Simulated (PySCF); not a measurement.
**Converging BiS in the basis (PBE0)**

PySCF, UKS reference; doublet, unpaired electrons π ↑; De to Bi + S without counterpoise correction.

| basis | relativity | functions | Re (Å) | ωe (cm⁻¹) | De (eV) | μ (D) |
| --- | --- | --- | --- | --- | --- | --- |
| def2-SVP | scalar-relativistic core potentials | 44 | 2.321 | 445 | 2.97 | -3.19 |
| cc-pVDZ-PP/cc-pV(D+d)Z | scalar-relativistic core potentials | 46 | 2.313 | 446 | 2.99 | -3.29 |
| def2-SVPD | scalar-relativistic core potentials | 59 | 2.326 | 443 | 3.04 | -3.38 |
| cc-pVTZ-PP/cc-pV(T+d)Z | scalar-relativistic core potentials | 78 | 2.295 | 459 | 3.17 | -3.15 |
| def2-TZVPP | scalar-relativistic core potentials | 92 | 2.289 | 459 | 3.20 | -3.18 |

Task: How does each smaller set differ from the one with most functions, def2-TZVPP?

Result: def2-SVP: +3.2 pm, -3.1 % in ωe, -0.23 eV in De; cc-pVDZ-PP/cc-pV(D+d)Z: +2.4 pm, -2.8 % in ωe, -0.21 eV in De; def2-SVPD: +3.7 pm, -3.5 % in ωe, -0.16 eV in De; cc-pVTZ-PP/cc-pV(T+d)Z: +0.6 pm, +0.0 % in ωe, -0.03 eV in De. All at PBE0; the set with most functions is neither the basis-set limit nor always the best.

A positive dipole means Bi(−)S(+). These are scalar-relativistic numbers at best; spin–orbit coupling would shift them, the dissociation energy most. The state is the lowest determinant that a PBE0 search found; another state may lie lower at other levels.
